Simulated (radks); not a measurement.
The numbers below are computed, except where a source is named.
Q: These are the eigenvalues of the occupied orbitals of an atom or ion with whole-number occupations (eV). Level of theory: Dirac Kohn-Sham, PBEsol, spin-unpolarised, spherical densities, finite nucleus; Fermi nuclear charge, rms radius of each element as measured or else 0.836 A^(1/3) + 0.57 fm (a radial shooting solver on a logarithmic mesh with Libxc functionals).

1s1/2: -3974.950
2s1/2: -444.2161
2p1/2: -367.5011
2p3/2: -363.8133
3s1/2: -74.2619
3p1/2: -54.9673
3p3/2: -54.5420
5p1/2: -7.5979

Which element is it, and in what charge state? The configuration may be excited. Open shells, if any, fill j = l - 1/2 first.

A: Z = 20, calcium, charge +2: Ca2+ in [Ne] 3s2 3p5 5p1. The list shows which subshells hold electrons but not how many an open one holds; the 1s level, -146.08 hartree, gives Z - s = 17.1 by -(Z - s)^2/2, which with screening and relativity narrows Z to a few neighbours, and the depths of the outer levels then fix element, charge and occupations together.
